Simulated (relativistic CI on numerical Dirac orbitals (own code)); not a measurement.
**Crystal-field levels of Tb4+, 4f7**

Calculated by Dirac-Coulomb-Breit CI, KLI orbitals optimised for each configuration, model QED (radiative potential, 1s self-energy scaled to tabulated hydrogen-like ionisation energies), valence Slater integrals scaled by 0.7, one configuration in a parametric crystal field (own radial code).

Field parameters in Wybourne normalisation. The field is a parameter set, without covalency.

S and J are read from ⟨S²⟩ = S(S + 1) and ⟨J²⟩ = J(J + 1) of each level; they are not fictitious spins.

D3h, B20 = 920, B40 = 340, B60 = -840, B66 = 880 cm⁻¹, the lowest 10 levels:

```tsv
E (cm⁻¹)	Degeneracy	S	J
0.0	2	3.45	3.50
1.1	2	3.45	3.50
1.9	2	3.45	3.50
2.3	2	3.45	3.50
27852	2	2.41	3.52
27930	2	2.41	3.54
28014	2	2.41	3.54
28043	2	2.41	3.54
28806	2	2.46	2.64
28894	2	2.46	2.58
```

Principal g values of the ground doublet: 0.05, 0.05, 13.91.

D3h, B20 = 850, B40 = -1000, B60 = -460, B66 = -230 cm⁻¹, the lowest 16 levels:

```tsv
E (cm⁻¹)	Degeneracy	S	J
0.0	2	3.45	3.50
1.2	2	3.45	3.50
2.0	2	3.45	3.50
2.3	2	3.45	3.50
27861	2	2.41	3.50
27982	2	2.41	3.50
28041	2	2.41	3.50
28053	2	2.41	3.50
28865	2	2.46	2.52
28942	2	2.46	2.51
28959	2	2.46	2.52
29736	2	2.47	1.54
29805	2	2.47	1.55
30945	2	2.38	3.50
30992	2	2.38	3.50
31000	2	2.38	3.50
```

Principal g values of the ground doublet: 0.01, 0.01, 13.91.

The next free-ion level lies 27992 cm⁻¹ above the lowest; the field splits the ground level into components whose J stays near 7/2 as long as their spread is small against that gap.

Levels of this model without a field, named by their leading LS term (the scale mimics covalency, so terms lie below those of the real free ion): 8S°_7/2 0, 6P°_7/2 27992, 6P°_5/2 28933, 6P°_3/2 29776, 6I°_7/2 30986, 6I°_9/2 31575, 6I°_17/2 31595, 6I°_11/2 32023 cm⁻¹.
